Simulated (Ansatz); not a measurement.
C$_{3}$H$_{10}$NSi (SMILES CC(C)[N][SiH3]), doublet, geometry from GFN2-xTB; MP2/6-31G* (Ansatz, an electronic-structure program).

The Ansatz input:
Ansatz 0.2 input:
```yaml
crystal:
  periodic: [false, false, false]
  atoms:
    - {symbol: C, position_ang: [-1.03168335, 1.41627940, 0.43262065]}
    - {symbol: C, position_ang: [-0.75485625, -0.06269579, 0.71937059]}
    - {symbol: C, position_ang: [-1.95336901, -0.93936973, 0.29918919]}
    - {symbol: N, position_ang: [0.41021763, -0.57982438, 0.17119726]}
    - {symbol: Si, position_ang: [1.70678196, -0.02210641, -0.73786580]}
    - {symbol: H, position_ang: [-1.94308009, 1.73650666, 0.93181017]}
    - {symbol: H, position_ang: [-1.14200511, 1.56630404, -0.63869271]}
    - {symbol: H, position_ang: [-0.20281708, 2.02598764, 0.78282218]}
    - {symbol: H, position_ang: [-0.65548525, -0.18740293, 1.81515368]}
    - {symbol: H, position_ang: [-1.73618709, -1.98371832, 0.50302542]}
    - {symbol: H, position_ang: [-2.84593958, -0.64273490, 0.84343636]}
    - {symbol: H, position_ang: [-2.12675227, -0.82150066, -0.76729518]}
    - {symbol: H, position_ang: [2.89010618, -0.51365032, -0.02257233]}
    - {symbol: H, position_ang: [1.57908167, -0.71597774, -2.02978355]}
    - {symbol: H, position_ang: [1.85605960, 1.41916374, -0.99324642]}
basis:
  gaussian:
    orbitals: 6-31G*
magnetization: {spin_polarized: true, initial_magnetization: 1}
correlation: {method: mp2}
```

Q: Predict the main parts of the log of this Ansatz run.

A: 
```
Functional definition: HF
1055 factors; integrals over basis functions are off by at most 7.3e-4 eV
mean field evaluation 1: about -12587.5215 eV, gradient 2.4e1 eV
mean field evaluation 2: about -12587.6059 eV, gradient 2.5e1 eV
mean field evaluation 4: about -12591.8286 eV, gradient 3.7e0 eV
mean field evaluation 8: about -12592.0350 eV, gradient 1.9e-1 eV
mean field evaluation 16: about -12591.8839 eV, gradient 1.6e0 eV
mean field -12592.03660671 eV, -462.7488101078 hartree, gradient 2.9e-6 eV, S^2 0.760960; 3 other end points of the search recorded, 0 dependent functions left out
9 core orbitals not correlated
reference -12592.03660671 eV, -462.7488101078 hartree; 16, 15 occupied and 74, 75 virtual orbitals, 1055 factors
second order -16.40355134 eV of doubles, -0.00000000 eV of singles
Total energy: -12608.44015806 eV, -463.3516295010 hartree
```
